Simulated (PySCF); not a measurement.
Spinor energies of Ba²¹⁺ (barium, charge +21)

Start: [Ar] 3d10 4s2 4p5; 4p1/2 filled at m_j = +1/2; 4p3/2 filled at m_j = -3/2, -1/2, +1/2, +3/2. Calculated with PySCF 2.14 in an even-tempered Gaussian basis (18 s from 1.4 bohr⁻², ratio 2.8; 14 p from 1.8 bohr⁻², ratio 2.8; 9 d from 3.2 bohr⁻², ratio 2.8; 4 f from 11 bohr⁻², ratio 3): generalised Hartree-Fock with the X2C-1e Hamiltonian and a Gaussian nucleus; one run each with spin-orbit coupling (SO) screened by Boettger's factors, then bare. This is a chosen level, not necessarily the ground level.

```csv
spinor shell,electrons,"ε, screened SO (eV)","ε, bare SO (eV)",weight of nominal j (bare SO),"rms radius, bare SO (bohr)"
1s1/2,2,-38215.4,-38215.0,1.000,0.0292
2s1/2,2,-6642.0,-6641.9,1.000,0.119
2p1/2,2,-6278.5,-6289.5,1.000,0.102
3s1/2,2,-1882.9,-1882.9,1.000,0.308
3p1/2,2,-1729.3,-1731.5,1.000,0.300
3p3/2,4,-1652.6,-1651.8,1.000,0.311
3d3/2,4,-1388.1,-1390.3,1.000,0.282
3d5/2,6,-1371.9,-1370.5,1.000,0.286
4s1/2,2,-764.12,-764.12,0.999,0.661
4p1/2,1,-702.77,-703.37,1.000,0.676
4p3/2,4,-679.44,-679.21,1.000,0.699
```

Q: Where does 2p3/2 lie, and what is the 2p spin-orbit splitting (bare SO)?

A: At -5889.5 eV, 399.97 eV above 2p1/2.

```csv
quantity,screened SO,bare SO
E (hartree),-7944.27935,-7944.51516
M_J,1/2,1/2
⟨J²⟩,0.752,0.752
⟨L²⟩,2.026,2.028
⟨S²⟩,0.771,0.773
```

Each row is a mean over spinors that exchange with the open shell spreads, by up to 4.036 eV (3p1/2).

Breit and QED terms are absent; they matter most for the inner s and p1/2 levels.

Densities and radii are taken from the X2C orbitals without a picture-change correction, which distorts them close to the nucleus.
